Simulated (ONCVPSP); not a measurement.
# What one change does to a pseudopotential (Sr, ONCV)

ONCVPSP 4.0.1 input, shortened (lines: element, Z, core and valence counts, functional; n l f; lmax; l rc ep ncon nbas qcut; lloc lpopt rc5 dvloc0; l nproj debl; icmod fcfact rcfact), PBEsol, scalar-relativistic:

```
  Sr 38.00    6    4  -116133      upf
    1    0    2.00
    2    0    2.00
    2    1    6.00
    3    0    2.00
    3    1    6.00
    3    2   10.00
    4    0    2.00
    4    1    6.00
    5    0    1.75
    5    1    0.25
    2
    0    2.35    0.00    4    7    5.10
    1    2.50    0.00    4    8    5.10
    2    2.35    0.30    4    9    4.50
    4    3    1.95    6.00
    0    2    1.80
    1    2    1.70
    2    1    1.80
    3    1.75    1.15
```

In the d channel the program set the typed energies aside and used 0.050 Ha.

Change: all radii but the core radius scaled by about 0.92 (s 2.16, p 2.28, d 2.16 bohr); local potential polynomial inside 1.78 bohr (lpopt 3, dvloc0 6 Ha).

Cutoffs: the cutoffs (Ha) at which the residual kinetic energy of the hardest occupied pseudo-wave falls to 1 and 0.1 mHa per electron; they do not see the model core or the augmentation charge, which bear on the density cutoff. Errors are all-electron minus pseudo energies relative to the spin-unpolarised reference configuration.

Question: What does the change do?

Answer: The potential gets harder (8.1 Ha and 10 Ha → 9.3 Ha and 11 Ha); the errors of the 4 common tests hardly move; neither file shows a bound ghost. A smaller radius makes the pseudo-wave follow the all-electron one further in, where it bends more sharply, so more plane waves are needed.

```tsv
quantity	base	changed
cutoff, loose	8.1 Ha	9.3 Ha
cutoff, tight	10 Ha	11 Ha
loose cutoff by channel	s 8.1 Ha, p 8.1 Ha	s 9.3 Ha, p 7.9 Ha
bound ghosts	none	none
GHOST(+) flags under 300 eV	none	none
error for 4s2 4p6 5s2 5p0, meV [ΔE -0.57 eV]	0.0	0.0
error for 4s2 4p6 5s1 5p0, meV [ΔE 5.33 eV]	-0.5	-0.5
error for 4s2 4p6 5s0 5p0, meV [ΔE 16.22 eV]	-2.7	-2.3
error for 4s2 4p6 5s1.5 5p0, meV [ΔE 1.78 eV]	-0.2	-0.1
rms error of d²Exc/dni dnj with the model core, mHa	1.13	1.07
```
